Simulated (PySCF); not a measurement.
Gas-phase reaction: 2 BrF + 2 C2F4 = Br2 + 2 C2F5

Energies from PySCF, thermal terms from the rigid-rotor harmonic-oscillator model, ideal gas at 1 bar. † marks an energy on the PBE0/def2-TZVP geometry and frequencies; other levels use their own. Open shells (unrestricted): C2F5 (multiplicity 2); the rest are closed-shell singlets. Br: all electrons, no relativistic terms. C2F5: computed as isolated molecules; such fragments, hydroxides, amides, oligomers or adducts are transient or little studied in the gas.

ωB97M-V/def2-TZVP† gives ΔH°(298 K) = -307 kJ.

**Question.** What do ωB97X-V/def2-TZVP†, PBE0/def2-SVP†, PBE/def2-SVP give?

**Answer.** ωB97X-V/def2-TZVP†: -327 kJ; PBE0/def2-SVP†: -387 kJ; PBE/def2-SVP: -331 kJ. For scale, ΔH°(298 K) is -307 kJ at this level, -327 kJ at ωB97X-V/def2-TZVP†, and runs from -515 to -233 kJ over the 18 levels computed.
